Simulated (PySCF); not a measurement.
Isomers of C8H19N, from PySCF 2.14.0, PBE0-D3(BJ)/def2-SVP geometry optimisation, gas phase. One conformer each, no zero-point energy, no frequencies.

**Question.** Which isomer lies lower at this level?
A. `[CH3:1][CH2:2][CH2:3][CH2:4][NH:5][CH2:6][CH2:7][CH2:8][CH3:9]` with C1–C2–C3–C4 -65°, C2–C3–C4–N5 -175°, C3–C4–N5–C6 -178°, C4–N5–C6–C7 179°, N5–C6–C7–C8 178°: A = 6966, B = 392.3, C = 383.6 MHz, dipole 0.75 D
B. `[CH3:1][CH2:2][N:3]([CH2:4][CH3:5])[C:6]([CH3:7])([CH3:8])[CH3:9]` with C1–C2–N3–C4 114°, C2–N3–C4–C5 -69°: A = 1860, B = 1305, C = 988.1 MHz, dipole 0.58 D

**Answer.** A. That is `CCCCNCCCC` (dibutylamine), 4.6 kcal/mol below the other.

| SMILES | mapped SMILES | E (Eh) | relative (kcal/mol) | relative (kJ/mol) | dipole (D) |
| --- | --- | --- | --- | --- | --- |
| CCCCNCCCC | [CH3:1][CH2:2][CH2:3][CH2:4][NH:5][CH2:6][CH2:7][CH2:8][CH3:9] | -370.34618 | 0.0 | 0.0 | 0.75 |
| CCN(CC)C(C)(C)C | [CH3:1][CH2:2][N:3]([CH2:4][CH3:5])[C:6]([CH3:7])([CH3:8])[CH3:9] | -370.33885 | 4.6 | 19.2 | 0.58 |

As drawn, the lower has an N–H bond, which the higher lacks.
